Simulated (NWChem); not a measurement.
Molecule: CH₄F₂OSi; SMILES C([Si@H](F)O)F

```xyz
9

O      1.6325     0.5817     0.0019
Si     0.0496     0.4440     0.4282
F     -0.8382     1.6157    -0.2678
C     -0.7420    -1.1536    -0.1877
F     -0.0583    -2.2449     0.3086
H      1.8903     0.3807    -0.9022
H     -0.0034     0.6060     1.8965
H     -1.8000    -1.2098     0.1279
H     -0.7429    -1.1931    -1.2933
```
Atoms are numbered in this order, from 1.

All runs: NWChem. Pople sets run with spherical d functions. Coordinates come from a PBE0/def2-SVP optimisation. Level: PBE0/6-31G* with SMD (1 M gas to 1 M solution), gas-phase geometry. Reactions with the solvent are ignored.

| solvent | dielectric constant | solvation free energy (kcal/mol) | cavity-dispersion-structure term (kcal/mol) | dipole in solution (D) |
|---|---|---|---|---|
| water | 78.4 | -5.3 | 3.8 | 2.18 |
| n-hexane | 1.88 | -3.1 | -0.4 | 1.80 |
| anisole | 4.22 | (withheld) | (withheld) | (withheld) |
| 1-propanol | 20.5 | -7.5 | 1.0 | 2.14 |

**Question.** Fill in the missing entries.

**Answer.** 
- anisole, solvation free energy (kcal/mol): -4.4
- anisole, cavity-dispersion-structure term (kcal/mol): 0.2
- anisole, dipole in solution (D): 1.93
